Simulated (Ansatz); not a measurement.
Total energies of the cluster SrO₂⁻ from Ansatz at CCSD(T)/def2-TZVPPD, gas phase (1 Eh = 27.2114 eV = 2625.5 kJ/mol). The reference geometry is relaxed at PBE0-D4/def2-TZVPD.

Cartesian coordinates in Å:
```
Sr -1.211 -0.284 0.528
O 0.349 -0.021 -0.941
O 0.862 0.305 0.413
```

| state | geometry | energy (Eh) |
| --- | --- | --- |
| charge -1 doublet | reference | -180.81925 |
| charge 0 singlet | reference | -180.78475 |
| charge -1 quartet | relaxed at PBE0-D4/def2-TZVPD | -180.78045 |

In the def2 sets Sr takes a core potential; there is no spin–orbit coupling. Correlated methods freeze 2 core orbitals; core or outer-core shells of Sr are correlated, in sets that lack core-valence functions. The structure holds 1 bond(s) between oxygen atoms.

Task: Work out the vertical ionisation energy to the singlet.

Result: E(charge 0 singlet) − E(charge -1 doublet) = -180.78475 − (-180.81925) = 0.03450 Eh = 0.94 eV.

Task: Which of the charge -1 states is lowest, and how far above it are the others?

Result: The doublet. quartet: -180.78045 − (-180.81925) = 0.03880 Eh = 101.9 kJ/mol.

At CCSD(T)/def2-TZVPPD T1 of the charge 0 singlet is large (up to 0.026), so the single-reference result is doubtful. 

The structure comes from a short search, and lower isomers may exist.
